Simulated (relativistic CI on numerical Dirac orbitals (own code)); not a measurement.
## Kr XVIII: computed level list

These numbers are calculated, not measured: Dirac-Coulomb-Breit CI, orbitals from a KLI potential per configuration, model QED (radiative potential, 1s self-energy scaled to tabulated hydrogen-like ionisation energies), unscaled Slater integrals (own radial code, finite nucleus).

Configurations in the expansion (outside the closed core [Ne]): 3s²3p⁶3d, 3s²3p⁵3d², 3s3p⁶3d², 3s²3p⁶4s, 3s²3p⁶4p, 3s²3p⁶4d, 3s²3p⁶4f, 3s²3p⁵3d4s, 3s²3p⁵3d4p, 3p⁶3d³, 3p⁵3d⁴. Double excitations out of closed p, d and f shells are left out; levels of such configurations are missing from the list, as are those of other unlisted configurations, and high levels can miss mixing partners. These lack a partner that the ground configuration has and come out too high: 3s²3p⁵3d4s, 3s²3p⁵3d4p.

The lowest level is 3s²3p⁶3d ²D3/2, with 100 % of that term; Hund's rules for 3s²3p⁶3d give ²D with J = 3/2, in agreement.

```tsv
No.	Configuration	Term	J	E (eV)	%	Next component (%)	Landé g
1	3s²3p⁶3d	²D	3/2	0.000	100		0.798
2	3s²3p⁶3d	²D	5/2	1.925	100		1.199
3	3p⁵3d²(3F)	⁴D°	1/2	87.913	98	1 ²P°	0.013
4	3p⁵3d²(3F)	⁴D°	3/2	88.540	92	5 ⁴F°	1.167
5	3p⁵3d²(3F)	⁴D°	5/2	89.645	86	10 ⁴F°	1.337
6	3p⁵3d²(3F)	⁴D°	7/2	91.217	82	13 ⁴F°	1.387
7	3p⁵3d²(3F)	⁴G°	9/2	93.693	81	14 ⁴F°	1.190
8	3p⁵3d²(3F)	⁴G°	11/2	93.881	99	1 ²H°	1.269
9	3p⁵3d²(3F)	⁴G°	7/2	94.054	63	15 ⁴F°	1.050
10	3p⁵3d²(3F)	⁴G°	5/2	94.189	26	23 ⁴F°	0.985
11	3p⁵3d²(3P)	⁴P°	5/2	95.390	73	11 ²F°	1.400
12	3p⁵3d²(1D)	²D°	3/2	96.270	31	26 ⁴P°	1.077
13	3p⁵3d²(3P)	⁴P°	3/2	96.605	55	26 ⁴F°	1.265
14	3p⁵3d²(3P)	⁴P°	1/2	98.132	79	12 ²P°	2.316
15	3p⁵3d²(3F)	²G°	7/2	98.363	41	35 ⁴F°	1.066
16	3p⁵3d²(1D)	²D°	5/2	98.386	65	15 ²F°	1.095
17	3p⁵3d²(3F)	⁴F°	9/2	98.585	72	22 ²G°	1.274
18	3p⁵3d²(1G)	²F°	5/2	100.416	46	25 ⁴F°	0.968
19	3p⁵3d²(3F)	⁴F°	3/2	100.556	38	32 ²P°	0.927
20	3p⁵3d²(1G)	²F°	7/2	101.409	46	31 ⁴D°	1.228
21	3p⁵3d²(1G)	²H°	11/2	101.615	99	1 ⁴G°	1.091
22	3p⁵3d²(1D)	²F°	7/2	101.930	92	3 ⁴G°	1.144
23	3p⁵3d²(3F)	⁴G°	5/2	101.934	43	29 ⁴F°	0.829
24	3p⁵3d²(1D)	²P°	1/2	101.942	86	12 ⁴P°	0.907
25	3p⁵3d²(1G)	²H°	9/2	105.871	62	36 ²G°	0.984
26	3p⁵3d²(3F)	²G°	7/2	106.459	51	24 ⁴G°	0.984
27	3p⁵3d²(3P)	²D°	3/2	106.539	42	31 ⁴D°	1.007
28	3p⁵3d²(3P)	⁴D°	5/2	106.787	71	17 ²D°	1.297
29	3p⁵3d²(1D)	²D°	3/2	107.773	39	33 ²P°	1.112
30	3p⁵3d²(3F)	⁴D°	7/2	107.892	74	12 ²F°	1.346
31	3p⁵3d²(3F)	²G°	9/2	109.412	66	12 ⁴F°	1.120
32	3p⁵3d²(3P)	⁴D°	1/2	110.087	91	5 ²P°	0.115
33	3p⁵3d²(1D)	²F°	5/2	110.508	78	19 ²D°	0.929
34	3p⁵3d²(3P)	²D°	3/2	112.799	45	33 ⁴D°	1.175
35	3p⁵3d²(3P)	²S°	1/2	114.321	87	8 ⁴P°	1.967
36	3p⁵3d²(3P)	⁴S°	3/2	114.703	64	12 ²D°	1.718
37	3p⁵3d²(1G)	²G°	7/2	115.226	82	14 ²F°	0.939
38	3p⁵3d²(3P)	²D°	5/2	116.154	69	18 ⁴D°	1.203
39	3p⁵3d²(1G)	²G°	9/2	116.445	71	27 ²H°	1.059
40	3p⁵3d²(1S)	²P°	3/2	118.854	92	3 ⁴S°	1.333
41	3p⁵3d²(3F)	²F°	5/2	124.219	96	2 ²D°	0.859
42	3p⁵3d²(1S)	²P°	1/2	126.105	96	3 ⁴D°	0.670
43	3p⁵3d²(1G)	²F°	7/2	129.431	94	5 ²G°	1.129
44	3p⁵3d²(3P)	²P°	1/2	136.127	99	1 ⁴D°	0.664
45	3p⁵3d²(3P)	²P°	3/2	138.488	95	3 ²D°	1.325
46	3p⁵3d²(3F)	²D°	3/2	139.175	96	3 ²P°	0.811
47	3p⁵3d²(3F)	²D°	5/2	139.390	97	2 ²F°	1.194
48	3s3d²(3F)	⁴F	3/2	177.273	99	1 ²D	0.402
49	3s3d²(3F)	⁴F	5/2	177.933	99	1 ²D	1.028
50	3s3d²(3F)	⁴F	7/2	178.859	100		1.236
51	3s3d²(3F)	⁴F	9/2	179.962	99	1 ²G	1.331
52	3s3d²(3P)	⁴P	1/2	183.874	99	1 ²S	2.662
53	3s3d²(3P)	⁴P	3/2	184.330	99	1 ²D	1.721
54	3s3d²(3P)	⁴P	5/2	184.605	91	9 ²D	1.561
55	3s3d²(1D)	²D	3/2	188.252	96	1 ²P	0.811
56	3s3d²(1D)	²D	5/2	188.337	82	9 ⁴P	1.206
57	3s3d²(1G)	²G	7/2	190.495	92	8 ²F	0.908
58	3s3d²(1G)	²G	9/2	190.704	99	1 ⁴F	1.111
59	3s3d²(3F)	²F	5/2	191.304	92	8 ²D	0.885
60	3s3d²(3F)	²F	7/2	193.034	92	8 ²G	1.121
61	3s3d²(3P)	²P	1/2	196.506	96	3 ²S	0.713
62	3s3d²(3P)	²P	3/2	197.540	98	1 ²D	1.326
63	3s3d²(1S)	²S	1/2	202.281	96	3 ²P	1.957
64	3s²3p⁶4s	²S	1/2	252.428	99	1 3s²3p⁵3d4p ²S	2.001
65	3s²3p⁶4p	²P°	1/2	277.907	99	1 3s²3p⁵3d4s ²P°	0.665
66	3s²3p⁶4p	²P°	3/2	281.189	99	1 3s²3p⁵3d4s ²P°	1.333
67	3s²3p⁶4d	²D	3/2	318.492	98	2 3s²3p⁵3d4p ²D	0.799
68	3s²3p⁶4d	²D	5/2	319.137	99	1 3s²3p⁵3d4p ²D	1.200
69	3s²3p⁵3d4s	⁴P°	1/2	341.870	94	5 ²P°	2.553
70	3s²3p⁵3d4s	⁴P°	3/2	343.295	90	5 ²P°	1.681
```

Energies count from the lowest computed level; ° marks odd parity. Percentages are summed over parent terms; the parents shown are those of the largest component, closed shells are left out there.

The mean weight of the leading LS term, summed over parents, in these 70 levels is 81 %, and that of the leading jj configuration (from the same eigenvectors) 65 %, so LS coupling describes them better.

At this charge energies of transitions that change n are usually good to better than 1 %, and those within a shell (Δn = 0) to a few per cent.

LS names give the leading component of a level, which can be under half, so a name can repeat, a term be missing and a line seem to break the LS rules.
